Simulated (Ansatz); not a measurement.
Energy difference R1 → P1, each structure at its B3LYP-D3(BJ)/def2-TZVP stationary point, reached from a drawn start; harmonic modes at that level show minima.
P1, C6H6 (SMILES C#CCC=C=C) (charge 0, multiplicity 1):
```xyz
12

C      2.660     0.536     0.318
C      1.518     0.147    -0.168
C      0.371    -0.242    -0.641
C     -0.755    -0.784     0.218
C     -1.993    -0.032     0.051
C     -3.004     0.596    -0.105
H      2.822     1.563     0.624
H      3.491    -0.152     0.429
H      0.181    -0.180    -1.709
H     -0.452    -0.772     1.267
H     -0.939    -1.831    -0.047
H     -3.900     1.151    -0.236
```
R1, C6H6 (SMILES c1ccccc1) (charge 0, multiplicity 1):
```tsv
atom	x (Å)	y (Å)	z (Å)
C	-0.7949	1.1404	0.0331
C	-1.3845	-0.1157	-0.0577
C	-0.5896	-1.2561	-0.0908
C	0.7949	-1.1404	-0.0331
C	1.3845	0.1157	0.0577
C	0.5896	1.2561	0.0908
H	-1.4138	2.0283	0.0589
H	-2.4624	-0.2057	-0.1026
H	-1.0486	-2.2340	-0.1615
H	1.4138	-2.0283	-0.0589
H	2.4624	0.2057	0.1026
H	1.0486	2.2340	0.1615
```

P less R. No zero-point or thermal terms. One arrangement of each flexible species, with no search for the lowest.

Correlated levels freeze the cores.

Programs: Ansatz (Gaussian basis) for Hartree–Fock, density functionals and correlated methods. No computed number here is a measurement.

Total energies in hartree:

| structure | PBE/def2-TZVPP | PBE0/def2-TZVPP | CCSD(T)/cc-pVTZ |
|---|---|---|---|
| P1 | -231.885303 | -231.905277 | -231.673148 |
| R1 | -232.021065 | -232.047363 | -231.805623 |

Problem. Work out the reaction energy at each level in kcal/mol (1 hartree = 627.50947 kcal/mol), and say how far PBE/def2-TZVPP lies from CCSD(T)/cc-pVTZ.

Solution. 
- PBE/def2-TZVPP: (-231.885303) − (-232.021065) = 0.135762 hartree = 85.19 kcal/mol
- PBE0/def2-TZVPP: (-231.905277) − (-232.047363) = 0.142086 hartree = 89.16 kcal/mol
- CCSD(T)/cc-pVTZ: (-231.673148) − (-231.805623) = 0.132475 hartree = 83.13 kcal/mol
PBE/def2-TZVPP less CCSD(T)/cc-pVTZ: 2.06 kcal/mol. CCSD(T)/cc-pVTZ is the level counted from, the highest shown, and no exact or measured value.

Ansatz is an electronic-structure program.
